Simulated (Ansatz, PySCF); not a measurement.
This triplet is an excited state, 3.05 eV above the relaxed singlet at the level composite: frozen-core CCSD(T) with HF/cc-pVQZ and the correlation energy extrapolated as X^-3 from cc-pVTZ and cc-pVQZ, plus CCSDT(Q) minus CCSD(T) in cc-pVDZ // PBE0-D3(BJ)/def2-TZVP (Ansatz, a quantum-chemistry and plane-wave program).

Cartesian coordinates (Å):
SMILES: F[Si]O
```xyz
4

O     -0.9084     0.1455     0.3700
Si     0.5684     0.5999    -0.2025
F      1.7924    -0.3999     0.0848
H     -1.4524    -0.3455    -0.2522
```
Charge 0, spin multiplicity 3.

**Question.** What total energy, dipole moment and highest occupied spin orbital does PBE0-D3(BJ)/def2-TZVP run with PySCF give?

**Answer.** 
```json
{
  "total_energy": "-12651.46 eV",
  "dipole_moment": "1.93 D",
  "highest_occupied_spin_orbital": "-4.82 eV"
}
```
